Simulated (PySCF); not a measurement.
Species: C3H7F3N2OSi.
Bonds: N1–Si2, Si2–N3, N3–C4, C4–O5 (double), N3–C6, C6–C7, C7–F8, C7–F9, C7–F10. Hydrogens: H11, H12 on N1; H13, H14 on Si2; H15 on C4; H16, H17 on C6.

The closed-shell ground state was solved at several levels (PySCF, density fitting, gas phase, non-relativistic). One conformer (not necessarily the lowest) at the PBE0-D3(BJ)/def2-SVP geometry, without solvent, vibrations or thermal averaging.

```csv
level,basis functions,total energy (Eh),HOMO (eV),LUMO (eV),gap (eV),dipole (D)
wB97X-D/pcSseg-1,212,-892.1084,-9.50,1.68,11.18,3.56
PBE0/pcSseg-1,212,-891.5517,-7.58,-0.16,7.42,3.50
```

Q: Estimate the row for PBE0/def2-SVPD, a basis of 272 functions; the other rows only guide the guess.

A: Total energy -891.1146 Eh, HOMO -7.70 eV, LUMO -0.39 eV, gap 7.31 eV, dipole 3.44 D.

Q: Over all these levels, which gives the widest orbital gap and which the narrowest?

A: wB97X-D/pcSseg-1 (range-separated hybrid) has the widest, 11.18 eV, and PBE0/def2-SVPD (global hybrid, 25 % exact exchange) the narrowest, 7.31 eV. Functional and basis both differ between the two, so the spread mixes both effects.

Q: How far do the dipole and the HOMO energy spread over the levels?

A: The dipole runs from 3.44 to 3.56 D (mean 3.50 D) and the HOMO from -9.50 to -7.58 eV.

Note: wB97X-D ran without an empirical dispersion term, which enters the total energy and its gradient alone.
